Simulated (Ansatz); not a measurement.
Consider the substitution at a C–N bond: `CN1[SiH2]C1O` + `OC(F)F` → `COC(F)F` + `OC1N[SiH2]1`.

Calculated with Ansatz (gas phase, PBE0-D4/def2-TZVP geometries, no zero-point term in ΔE). CCSD(T)/CBS adds triple-zeta CCSD(T) − MP2 to the extrapolated MP2 energy (def2 sets, frozen cores). Each species was taken in one conformer, which may not be the lowest.

`CN1[SiH2]C1O`:

Z-matrix (Å, degrees):
```
C
N 1 1.438
H 1 1.094 2 110.5
H 1 1.092 2 109.7 3 -118.9
H 1 1.098 2 112.4 3 120.8
Si 2 1.709 1 143.5 3 -176.1
C 2 1.441 1 124.7 3 -68.6
H 6 1.483 2 116.8 1 -121.4
H 6 1.487 2 120.3 1 19.3
O 7 1.394 2 117.8 1 94.0
H 7 1.094 2 116.2 1 -35.0
H 10 0.963 7 107.5 2 40.2
```

`OC(F)F`:

```xyz
6

O    -0.986    0.051   -0.460
C     0.295   -0.140   -0.092
F     0.377   -0.794    1.092
F     0.938    1.038    0.094
H    -1.434    0.562    0.226
H     0.810   -0.717   -0.861
```

`COC(F)F`:

```xyz
9

C     0.280   -1.159   -0.061
O    -0.028    0.013   -0.794
C    -0.312    1.082   -0.022
F     0.801    1.540    0.613
F    -0.742    2.058   -0.827
H    -0.526   -1.406    0.640
H     0.378   -1.961   -0.789
H     1.217   -1.046    0.489
H    -1.067    0.879    0.750
```

`OC1N[SiH2]1`:

```xyz
9

O     0.276   -1.104   -1.220
C     0.426   -0.561    0.058
N    -0.786   -0.089    0.745
Si    0.137    1.257    0.205
H     0.075   -2.041   -1.132
H     1.087   -1.148    0.697
H    -1.682   -0.438    0.439
H    -0.210    1.970   -1.044
H     0.677    2.154    1.251
```

```tsv
species	CCSD(T)/CBS(def2) energy (Eh)
`CN1[SiH2]C1O`	-499.21607
`OC(F)F`	-314.01610
`COC(F)F`	-353.25678
`OC1N[SiH2]1`	-459.96233
```

(1) Work out ΔE.

Largest T1 diagnostic among the species: 0.013.

## Answers

(1) ΔE = (-353.25678) + (-459.96233) − (-499.21607) − (-314.01610) = 0.01306 Eh = +0.36 eV.

The D4 term adds +0.04 eV with B3LYP and +0.02 eV with PBE0; it sums over pairs of atoms, weighted by their polarisabilities, and B3LYP, whose exchange is more repulsive, gets the larger term. In def2-TZVPP, CCSD(T) changes the Hartree–Fock value by +0.09 eV (the triples alone add +0.02 eV) and MP2 by +0.15 eV.

B3LYP here is the variant with VWN-RPA as its local correlation; programs differ in this.
